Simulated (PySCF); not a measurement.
# Correlation energy of Xe(3+) (xenon, charge +3)

[Kr] 4d10 5s2 5p3, high-spin 4S determinant. Computed with PySCF 2.14 in x2c-TZVPPall with one added diffuse shell each of s, p, d, f type (9s7p5d3f, 76 functions), with the spin-free X2C one-electron Hamiltonian (Gaussian nucleus). Frozen: [Kr] 4d10; 5 electrons correlated.

```
  level  correlation energy (mhartree)
   CCSD                         -72.24
    (T)                          -1.45
CCSD(T)                         -73.69
```

Diagnostics: T1 = 0.0011, D1 = 0.0029, largest double amplitude 0.045.

Cost of the coupled-cluster step: about 3 core-seconds, for 5 correlated electrons.

Iterations:

```
CC2 = 0
CCSD nocc = (np.int64(4), np.int64(1)), nmo = (53, 53)
frozen orbitals [[0, 1, 2, 3, 4, 5, 6, 7, 8, 9, 10, 11, 12, 13, 14, 15, 16, 17, 18, 19, 20, 21, 22], [0, 1, 2, 3, 4, 5, 6, 7, 8, 9, 10, 11, 12, 13, 14, 15, 16, 17, 18, 19, 20, 21, 22]]
max_cycle = 100
direct = 0
conv_tol = 1e-08
conv_tol_normt = 1e-06
diis_space = 8
diis_start_cycle = 0
Init t2, MP2 energy = -0.0605357424315953
Init E_corr(UCCSD) = -0.0605357424324508
cycle = 1  E_corr(UCCSD) = -0.0699336679487163  dE = -0.00939792552  norm(t1,t2) = 0.0281415
cycle = 2  E_corr(UCCSD) = -0.0716719031226523  dE = -0.00173823517  norm(t1,t2) = 0.00719934
cycle = 3  E_corr(UCCSD) = -0.0722511531519905  dE = -0.000579250029  norm(t1,t2) = 0.00228531
cycle = 4  E_corr(UCCSD) = -0.0722385260387094  dE = 1.26271133e-05  norm(t1,t2) = 0.000224651
cycle = 5  E_corr(UCCSD) = -0.0722382751559288  dE = 2.50882781e-07  norm(t1,t2) = 1.95386e-05
cycle = 6  E_corr(UCCSD) = -0.0722382385300997  dE = 3.6625829e-08  norm(t1,t2) = 1.8356e-06
cycle = 7  E_corr(UCCSD) = -0.0722382592919003  dE = -2.07618006e-08  norm(t1,t2) = 3.17345e-07
cycle = 8  E_corr(UCCSD) = -0.0722382556791173  dE = 3.61278303e-09  norm(t1,t2) = 4.25062e-08
UCCSD converged
E(UCCSD) = -7441.299716285478  E_corr = -0.07223825567911729
UCCSD(T) correction = -0.00145114763434141
```
